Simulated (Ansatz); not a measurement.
Frontier orbitals of C$_{3}$H$_{8}$Ge, SMILES `C[CH2][Ge][CH3]`.

Z-matrix (Å, degrees):
```
C
C 1 1.530
H 1 1.093 2 111.7
H 1 1.094 2 111.6 3 120.0
H 1 1.096 2 112.0 3 -120.5
Ge 2 2.006 1 109.5 3 65.9
H 2 1.095 1 110.2 3 -55.3
H 2 1.093 1 110.1 3 -174.0
C 6 1.995 2 96.4 1 -72.9
H 9 1.094 6 112.6 2 -42.4
H 9 1.091 6 112.3 2 -167.0
H 9 1.098 6 107.3 2 75.1
```

Charge 0, multiplicity 1. Correlated methods include outer-core shells of Ge, which these sets cover unevenly. Scalar relativity is left out up to krypton. The geometry is a stationary point of PBE0-D4/def2-TZVP. It is one conformer, not always the lowest. Basis def2-TZVPP, Ansatz.

Orbital energies of one run (eV). Highest occupied ones, from the top: -5.51, -7.19, -9.18, -9.79, -10.33, -10.60, -10.83, -11.83, -12.52, -16.50, -18.60, -20.52, -31.14, -31.21. Empty: -2.58, 1.15, 1.43, 2.51, 2.52, 2.93.

Question: Which functional gave them?
A. r2SCANh
B. CAM-B3LYP
C. PBE
D. LDA (SPW92)

Answer: A. HOMO energies: r2SCANh -5.51, CAM-B3LYP -7.19, PBE -4.91, LDA (SPW92) -5.05 eV.
